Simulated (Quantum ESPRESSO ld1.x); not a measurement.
Task: Species: the neon ion Ne4+. Configuration: [He] 2s2 2p2. Calculated with ld1.x of Quantum ESPRESSO 7.5: non-relativistic Kohn-Sham, LDA (Slater exchange, VWN5 correlation), spin-polarised, spherical densities, point nucleus; open shells are filled with parallel spins first. Some entries of the table are withheld. Estimate them.

orbital  occ.  eigenvalue (eV)  <r> (bohr)
1s up       1         -946.967         (1)
1s down     1         -943.782         (2)
2s up       1              (3)      0.7627
2s down     1              (4)      0.7762
2p up       2         -111.969         (5)
2p down     0         -105.000         (6)

Result: 
(1) 1s up <r> (bohr): 0.1588
(2) 1s down <r> (bohr): 0.1583
(3) 2s up eigenvalue (eV): -132.683
(4) 2s down eigenvalue (eV): -126.426
(5) 2p up <r> (bohr): 0.7001
(6) 2p down <r> (bohr): 0.7190
